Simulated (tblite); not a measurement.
Compound: C2H10OSSi2 (charge +1 and doublet state).
Numbering: `[CH3:1][S+:2][Si@@H:3]([CH3:4])[SiH2:5][OH:6]` (hydrogens: H7, H8, H9 on C1; H10 on Si3; H11, H12, H13 on C4; H14, H15 on Si5; H16 on O6)

Computed with GFN2-xTB (tblite), gas phase: L-BFGS steps from a force-field or distance-geometry start until the largest atomic force falls under 0.01 eV/Å.

The end geometry, which sets the zero of energy:
```
atom  x, y, z in Å
C1      2.6107    0.0595   -0.1165
S2      1.5437   -0.5405   -1.4582
Si3    -0.3812   -0.8138   -0.5179
C4     -0.2686   -1.1595    1.3407
Si5    -1.4567    1.3586   -0.8522
O6     -2.8225    0.8283   -0.2123
H7      3.5828    0.2518   -0.5597
H8      2.2111    0.9811    0.2940
H9      2.6991   -0.7022    0.6509
H10    -1.0290   -1.8020   -1.3706
H11    -1.2610   -1.2772    1.7685
H12     0.2804   -2.0813    1.5310
H13     0.2298   -0.3579    1.8847
H14    -1.5190    1.6708   -2.2711
H15    -0.7588    2.3310   -0.0141
H16    -3.6683    1.2623   -0.1086
```

**Question.** These geometries come from the run, each turned onto the end geometry. Order them by energy, lowest first.
A.
```
atom  x, y, z in Å
C1      2.6239    0.1232   -0.1232
S2      1.5967   -0.6186   -1.4263
Si3    -0.3504   -0.8609   -0.5378
C4     -0.3738   -1.1797    1.3284
Si5    -1.4048    1.3158   -0.8726
O6     -2.7287    0.8283   -0.1083
H7      3.5224    0.4796   -0.6137
H8      2.1042    0.9527    0.3448
H9      2.8917   -0.6302    0.6102
H10    -0.9714   -1.8390   -1.4229
H11    -1.3907   -1.1281    1.7097
H12     0.0196   -2.1725    1.5562
H13     0.2162   -0.4507    1.8842
H14    -1.5766    1.5981   -2.2931
H15    -0.6363    2.2996   -0.1062
H16    -3.5495    1.2912    0.0591
```
B.
```
atom  x, y, z in Å
C1      2.4773    0.5546    0.0132
S2      1.8358   -0.7558   -1.0753
Si3    -0.2966   -1.0600   -0.6513
C4     -0.5501   -1.6259    1.1156
Si5    -1.4353    1.1023   -0.8867
O6     -1.9704    1.5548    0.5632
H7      3.5343    0.3404    0.1139
H8      2.3883    1.4965   -0.5150
H9      1.9982    0.5995    0.9843
H10    -0.8165   -1.9843   -1.6610
H11    -1.5829   -1.8581    1.3388
H12     0.0417   -2.5234    1.2572
H13    -0.2258   -0.8866    1.8356
H14    -2.5215    0.7461   -1.7453
H15    -0.3809    1.9593   -1.3340
H16    -2.5029    2.3496    0.6355
```
C.
```
atom  x, y, z in Å
C1      2.5257    0.2178    0.0759
S2      1.6829   -0.5075   -1.3610
Si3    -0.3207   -0.8854   -0.6472
C4     -0.3966   -1.3290    1.1908
Si5    -1.4712    1.2462   -1.0532
O6     -2.3142    1.1543    0.3042
H7      3.5016    0.5485   -0.2675
H8      1.9633    1.0697    0.4462
H9      2.6434   -0.5356    0.8491
H10    -0.8318   -1.8448   -1.6178
H11    -1.4280   -1.4173    1.5205
H12     0.0917   -2.2856    1.3736
H13     0.0833   -0.5807    1.8198
H14    -2.2574    1.0546   -2.2621
H15    -0.5188    2.3491   -1.0565
H16    -2.9608    1.7546    0.6737
```
D.
```
atom  x, y, z in Å
C1      2.6448    0.0253   -0.1288
S2      1.5522   -0.5418   -1.4631
Si3    -0.3678   -0.8087   -0.5184
C4     -0.3002   -1.1112    1.3500
Si5    -1.4586    1.3578   -0.8516
O6     -2.8189    0.7935   -0.2285
H7      3.5493    0.3952   -0.6020
H8      2.1762    0.8242    0.4339
H9      2.8857   -0.8116    0.5181
H10    -1.0120   -1.8057   -1.3636
H11    -1.3071   -1.2000    1.7516
H12     0.2243   -2.0381    1.5792
H13     0.1984   -0.3049    1.8872
H14    -1.5211    1.6895   -2.2653
H15    -0.7830    2.3316    0.0015
H16    -3.6697    1.2139   -0.1115
```
E.
```
atom  x, y, z in Å
C1      2.4161    0.5123    0.0253
S2      1.7260   -0.6077   -1.2328
Si3    -0.3104   -1.0001   -0.6237
C4     -0.5375   -1.5977    1.1602
Si5    -1.3868    1.1746   -1.0297
O6     -1.8194    1.3618    0.5007
H7      3.4628    0.2428    0.1311
H8      2.3428    1.5306   -0.3449
H9      1.9086    0.4095    0.9762
H10    -0.7859   -1.9138   -1.6538
H11    -1.5852   -1.8167    1.3550
H12     0.0258   -2.5171    1.3247
H13    -0.2135   -0.8609    1.8931
H14    -2.4854    0.8863   -1.9424
H15    -0.4109    2.1678   -1.4667
H16    -2.3545    2.0372    0.9162
```

**Answer.** D (0.005 eV), A (0.012 eV), C (0.029 eV), E (0.078 eV), B (0.272 eV).

In the order of the answer:

| step | E above end (eV) | largest force (eV/Å) | rms force component (eV/Å) | rms distance from end (Å) | rms bond change (Å) | bond most changed (Å) |
| --- | --- | --- | --- | --- | --- | --- |
| 212 | 0.005 | 0.04 | 0.012 | 0.101 | 0.001 | S2–Si3 -0.003 |
| 200 | 0.012 | 0.16 | 0.045 | 0.155 | 0.003 | Si5–O6 +0.006 |
| 168 | 0.029 | 0.04 | 0.012 | 0.561 | 0.003 | Si3–Si5 +0.009 |
| 37 | 0.078 | 0.06 | 0.022 | 0.952 | 0.004 | Si3–Si5 +0.013 |
| 5 | 0.272 | 0.63 | 0.196 | 0.984 | 0.016 | S2–Si3 +0.036 |

What follows is the cost of the whole relaxation. Hardware: Intel Xeon 6975P-C, one thread, shared host. Cost: 1.7 s.
